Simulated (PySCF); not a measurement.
## Broadened absorption spectrum of Nb(CH2)Me3

Nb(CH2)Me3, C4H11Nb (singlet state).
Geometry (PBE0-D3(BJ)/def2-SVP, Å), atoms numbered from 1 in this order:
```
atom  x, y, z in Å
Nb1    0.1242    0.0193    0.1686
C2    -0.0564    0.2604    2.0352
H3    -1.1649    0.2284    2.1182
H4     0.4671    0.4040    2.9872
C5     2.1425   -0.0213   -0.5358
H6     2.3056    0.7148   -1.3445
H7     2.4308   -1.0213   -0.9082
H8     2.8189    0.2382    0.3002
C9    -1.0548    1.5788   -0.7107
H10   -2.0156    1.8161   -0.2297
H11   -1.2297    1.3574   -1.7800
H12   -0.4190    2.4847   -0.6499
C13   -0.9783   -1.7636   -0.2793
H14   -1.9587   -1.8767    0.2083
H15   -0.3391   -2.6017    0.0608
H16   -1.1070   -1.8517   -1.3741
```

The calculation used TDDFT CAM-B3LYP/def2-SVPD, vertical, gas phase, core orbitals frozen in the response, def2 core potentials past Kr in PySCF. Spin–orbit coupling is left out.

Broadening: Gaussians 0.25 eV wide at half height, area fixed by f = 4.319×10⁻⁹ ∫ε dν̃. The width is an assumption, not a result. The curve ends short of the highest state used, and states not computed would add to its high-energy end.

(E (eV), ε (L mol⁻¹ cm⁻¹)): (2.35, 0), (2.41, 1), (2.47, 4), (2.53, 13), (2.59, 30), (2.65, 51), (2.71, 64), (2.77, 59), (2.83, 39), (2.89, 19), (2.95, 7), (3.00, 2), (3.06, 0), (3.12, 0), (3.18, 0), (3.24, 0), (3.30, 0), (3.36, 0), (3.42, 1), (3.48, 6), (3.54, 39), (3.60, 182), (3.66, 616), (3.72, 1510), (3.78, 2690), (3.84, 3483), (3.90, 3278), (3.96, 2247), (4.02, 1141), (4.08, 473), (4.14, 241), (4.20, 222), (4.26, 266), (4.32, 330), (4.38, 393), (4.44, 404), (4.50, 333), (4.56, 232), (4.62, 207), (4.68, 358), (4.74, 693), (4.80, 1055), (4.86, 1213), (4.92, 1127)

(1) Where are the band maxima, and which computed states make them?

(2) Coming from long wavelengths, where does ε first pass 100 L mol⁻¹ cm⁻¹?

(3) On this curve, what absorbance would a 10⁻³ mol/L sample give at 450 nm over a 1 cm path?

(4) Does any computed singlet lie in the visible range?

Results:

(1) 455 nm (2.72 eV), ε about 65, made up of S1 (100%); 321 nm (3.86 eV), ε about 3500, made up of S2 (100%); 281 nm (4.42 eV), ε about 410, made up of S4 (56%) and S5 (37%); 255 nm (4.86 eV), ε about 1200, made up of S6 (68%) and S7 (26%) (ε in L mol⁻¹ cm⁻¹; maxima over ε = 5, shares over 10%). The states used: S1 2.72 eV (f 0.0006); S2 3.86 eV (f 0.033); S3 4.22 eV (f 0.0015); S4 4.41 eV (f 0.0022); S5 4.47 eV (f 0.0016); S6 4.85 eV (f 0.0077); S7 4.85 eV (f 0.0030); S8 5.09 eV (f 0.0017); S9 5.12 eV (f 0.0084); S10 5.52 eV (f 0.013).

(2) At about 347 nm (3.58 eV), 0.85 eV above S1.

(3) 450 nm is 2.755 eV, where ε is about 62 L mol⁻¹ cm⁻¹, so A = ε c l ≈ 0.062 (Beer–Lambert, with the gas-phase spectrum and the assumed width).

(4) S1 lies in the visible range (380 to 750 nm), at 455 nm, f = 0.0006; light of that wavelength is blue, and its complementary colour is yellow; a Tamm–Dancoff triplet lies at 519 nm, without intensity as long as spin–orbit coupling is left out.

The vertical ionisation energy (ΔSCF) is 8.00 eV, 2.48 eV above S10.
